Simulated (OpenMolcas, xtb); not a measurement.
A ladder of methods for SiHClF2 (SMILES F[SiH](F)Cl)

The species is SiHClF2 (5 atoms), meant as a singlet with charge 0. SMILES: `F[SiH](F)Cl`. The coordinates come from a PBE0-D4/def2-TZVP relaxation.

```
atom    x (Å)    y (Å)    z (Å)
   F  -0.3396  -0.6214   1.4201
  Si   0.0959  -0.0002   0.0378
   F  -0.0335   1.5668   0.1565
  Cl  -1.1575  -0.6560  -1.4015
   H   1.4846  -0.3630  -0.2542
```

Quantity: the HOMO–LUMO gap, in eV. The values are calculated.

| level | kind | program | value (eV) | CPU time |
| --- | --- | --- | --- | --- |
| GFN1-xTB | semi-empirical | xtb | 9.00 | under 2 s |
| HF/6-311+G** | Hartree–Fock | OpenMolcas | 15.14 | 14 s |
| SVWN5/6-311+G** | LDA | OpenMolcas | 7.99 | 26 s |
| PBE/6-311+G** | GGA | OpenMolcas | 8.03 | 33 s |
| M06-L/6-311+G** | meta-GGA | OpenMolcas | 8.77 | 42 s |
| r2SCAN/6-311+G** | meta-GGA | OpenMolcas | 8.96 | 44 s |
| BHLYP/6-311+G** | global hybrid | OpenMolcas | 12.01 | 32 s |
| B2PLYP/6-311+G** | double hybrid | OpenMolcas | 12.11 | 27 s |

The values span 7.99 to 15.14 eV. Orbital gaps aren't excitation energies, and those of double hybrids come from the SCF part alone; they tend to grow with the share of exact exchange. CPU times are rough (shared hosts, several kinds of processor and program).
